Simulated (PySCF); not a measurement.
Species: B9H9Te.
Cartesian coordinates in Å at the PBE0-D3(BJ)/def2-SVP level; atoms count from 1:
```
atom  x, y, z in Å
B1     0.189    0.667   -1.462
B2    -0.254    1.014    1.246
B3     1.332    0.916    0.106
B4     1.080   -0.650   -0.682
B5    -0.749   -0.751   -0.968
B6     0.782   -0.417    1.134
Te7   -0.092    2.612   -0.346
B8    -1.047   -0.518    0.847
B9     0.054   -1.679    0.230
B10   -1.396    0.765   -0.323
H11    0.358    0.913   -2.624
H12   -0.449    1.546    2.303
H13    2.437    1.364    0.230
H14    2.006   -1.128   -1.280
H15   -1.390   -1.316   -1.813
H16    1.454   -0.692    2.091
H17   -1.945   -0.881    1.557
H18    0.096   -2.864    0.387
H19   -2.528    1.092   -0.549
```

Computed with PBE0-D3(BJ)/def2-SVP geometry optimisation, gas phase, def2 core potentials past Kr (PySCF).

(1) Which atoms are bound to B1, and at what distances?

(2) List the angles at B1.

(3) Describe the arrangement about B1 in numbers.

(4) Which atoms are bound to B4, and at what distances?

(5) List the angles at B4.

(6) Describe the arrangement about B4 in numbers.

(7) Give some angles away from the centre.

(8) What are the rotational constants (commonest isotopes, rigid rotor)?

Answers

(1) 6 atoms: H11 1.200 Å, B4 1.770 Å, B5 1.770 Å, B10 1.954 Å, B3 1.955 Å, Te7 2.260 Å. The nearest atom not counted as bound is H15, at 2.56 Å (others tie with it).

(2) 
```csv
angle,degrees,distance of the outer atoms (Å)
B3–B1–H11,131.9,2.90
B10–B1–H11,131.9,2.90
B5–B1–H11,120.6,2.59
B4–B1–H11,120.6,2.59
B5–B1–Te7,119.1,3.48
B4–B1–Te7,119.0,3.48
Te7–B1–H11,108.6,2.88
B4–B1–B10,100.9,2.87
B3–B1–B5,100.9,2.87
B3–B1–B10,90.0,2.76
Te7–B1–B10,64.4,2.26
B3–B1–Te7,64.4,2.26
B4–B1–B5,63.2,1.85
B5–B1–B10,56.5,1.77
B3–B1–B4,56.5,1.77
```

(3) The three widest angles are 131.9°, 131.9° and 120.6°, the others run from 56.5° to 120.6°. Some of the bound atoms are bonded to each other. The B–B distances aren't all alike: 1.770 to 1.955 Å.

(4) 6 atoms: H14 1.202 Å, B9 1.715 Å, B1 1.770 Å, B3 1.770 Å, B5 1.854 Å, B6 1.854 Å. The nearest atom not counted as bound is H13, at 2.59 Å (others tie with it).

(5) 
```
    angle  degrees  distance of the outer atoms (Å)
B5–B4–H14    131.4                             2.80
B6–B4–H14    131.4                             2.80
B9–B4–H14    119.1                             2.53
B1–B4–H14    117.7                             2.56
B3–B4–H14    117.6                             2.56
 B1–B4–B9    112.3                             2.90
 B3–B4–B9    112.3                             2.89
 B3–B4–B5    104.9                             2.87
 B1–B4–B6    104.9                             2.87
 B5–B4–B6     90.0                             2.62
 B1–B4–B3     67.1                             1.96
 B1–B4–B5     58.4                             1.77
 B3–B4–B6     58.4                             1.77
 B5–B4–B9     57.3                             1.72
 B6–B4–B9     57.3                             1.71
```

(6) The three widest angles are 131.4°, 131.4° and 119.1°, the others run from 57.3° to 117.7°. Some of the bound atoms are bonded to each other. The B–B distances aren't all alike: 1.715 to 1.854 Å.

(7) B1–Te7–B2 75.4°, B1–Te7–B3 51.3°, B4–B9–B5 65.4°, B4–B9–B8 99.7°.

(8) A = 2414, B = 791.3, C = 791.3 MHz: a prolate symmetric top.

Point group: C4v (every atom within 0.08 Å of its image). Charge 0, singlet. PBE0-D3(BJ)/def2-SVP frequencies: not computed here.
